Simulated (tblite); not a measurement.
Species: C₇H₇OS (doublet state).
Z-matrix (Å and degrees, GFN2-xTB geometry), rows numbered from 1:
```
O 
C   1  1.4048
C   2  1.5104  1  113.31
C   3  1.3830  2  121.17  1   114.73
C   4  1.3874  3  121.26  2   179.73
C   5  1.3886  4  120.03  3     0.23
C   6  1.3768  5  119.89  4     0.18
C   7  1.4013  6  120.38  5    -0.21
S   8  1.7233  3  121.37  2     0.12
H   1  0.9676  2  108.26  3    64.04
H   2  1.0922  1  105.79  3   120.38
H   2  1.1024  1  110.54  3  -122.26
H   4  1.0799  3  118.99  2    -0.31
H   5  1.0792  4  119.88  3  -179.88
H   6  1.0793  5  120.27  4  -179.94
H   7  1.0795  6  120.95  5   179.80
```

Computed with GFN2-xTB (tblite): harmonic, unscaled wavenumbers at the GFN2-xTB geometry, gas phase. This tight-binding method is rough: wavenumbers can miss measured ones by several per cent, in bad cases by 10 to 20. One conformer, not necessarily the lowest. Open shells enter through the occupations alone, without spin polarisation, and single modes of such species can be off by tens of per cent.

Harmonic wavenumbers (cm⁻¹): 67.5, 111.0, 171.8, 218.9, 306.1, 337.3, 395.9, 425.4, 450.2, 493.2, 562.1, 679.5, 692.1, 759.7, 806.2, 869.6, 910.7, 919.5, 943.0, 1026.2, 1069.6, 1090.0, 1129.3, 1159.6, 1175.4, 1202.4, 1249.8, 1293.4, 1316.6, 1344.5, 1402.0, 1433.0, 1457.1, 1532.3, 1566.9, 2846.3, 2987.7, 3083.5, 3087.6, 3096.2, 3102.9, 3456.5.

A = 2080, B = 1307, C = 840.5 MHz; mass 139.022 u (most abundant isotopes); point group C1, symmetry number 1; spin multiplicity 2.

Question: Zero-point energy?

Answer: Half the sum of the wavenumbers: 26114 cm⁻¹ = 312.40 kJ/mol.

Question: What is S at 350 K and 1 bar for an ideal gas of classical rigid rotors and harmonic oscillators?

Answer: Translation 173.73, rotation 124.73, vibration 104.50, spin (R ln 2) 5.76: S = 408.7 J/(mol K).

Question: And Cp and H(350 K) − H(0)?

Answer: Cp = 159.55 J/(mol K), of which vibrations give 126.29 (their classical limit is 42 R = 349.2); H(350 K) − H(0) = 32.28 kJ/mol without the zero-point energy, 20.64 from vibrations.

Question: Blend soft modes into free rotors: weight 1/[1 + (100 cm⁻¹/ν̃)⁴] for the oscillator and the rest for a rotor with moment μB/(μ + B), μ = h/(8π²ν), B = 10⁻⁴⁴ kg m². What vibrational entropy results?

Answer: 99.41 J/(mol K) in place of 104.50, which changes −T·S at 350 K by +1.78 kJ/mol.

Question: How do the functions run with temperature in this model?

Answer: 
```tsv
T (K)	S (J/(mol K))	Cp (J/(mol K))	H − H(0) (kJ/mol)	G − H(0) (kJ/mol)	ln q(vib)
50	245.5	45.4	1.88	-10.40	0.21
100	282.3	63.0	4.58	-23.65	0.86
298.15	384.8	139.5	24.52	-90.20	4.44
373.15	419.2	168.1	36.07	-120.36	5.95
500	474.4	209.2	60.12	-177.08	8.58
750	570.5	263.6	119.82	-308.04	13.76
1000	651.2	296.8	190.17	-461.03	18.66
```

q(vib) and H(0) count from the zero-point level.

Question: What must be added to the electronic energy to get the Gibbs energy at 350 K and 1 bar?

Answer: ZPE + [H(350 K) − H(0)] − T·S = 312.40 + 32.28 − 143.05 = 201.63 kJ/mol.

Hindered rotation and anharmonicity are outside this model. Other conformers, if any are populated, would add a mixing term that is left out. The structure is chiral; the term R ln 2 for an equal mix with its mirror image is left out.

The run took 0.53 s on Arm Neoverse V2, one thread, on a shared host. This covers the Hessian and the dipole derivatives.
